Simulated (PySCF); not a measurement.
H6O4SnTi, SMILES [OH][Ti]([OH])([O][SnH3])[OH], multiplicity 1.

The structure is a stationary point at B3LYP-D3(BJ)/def2-SVP. The multiplicity is an assumed one; other spin states were not compared. The def2 effective core potentials stand for the cores of Sn; spin–orbit coupling is left out. Other conformers were not sampled.

Two levels are set side by side: TDA-PBE/def2-SVPD (PySCF) and TDA-LC-ωPBE/def2-SVPD (PySCF). Vertical, same geometry. The lowest singlet is HOMO→LUMO 96 % with PBE and HOMO→LUMO+1 23 %, HOMO→LUMO 23 %, HOMO→LUMO+3 17 %, HOMO→LUMO+2 12 % with the other functional; states are paired by order. Differences are taken from unrounded values.

```json
[
 {"quantity": "lowest singlet excitation (eV)", "TDA-LC-ωPBE": "5.97", "TDA-PBE": "4.93", "TDA-PBE minus TDA-LC-ωPBE": "-1.04"},
 {"quantity": "lowest triplet excitation (TDA) (eV)", "TDA-LC-ωPBE": "5.74", "TDA-PBE": "4.78", "TDA-PBE minus TDA-LC-ωPBE": "-0.97"}
]
```

Functionals without exact exchange tend to place singlet excitations lower, as here. Differences between two approximate levels are no errors against the true value.

Rough cost on one machine, each run with all the roots and properties that it gave: TDA-LC-ωPBE against TDA-PBE about 4 times.
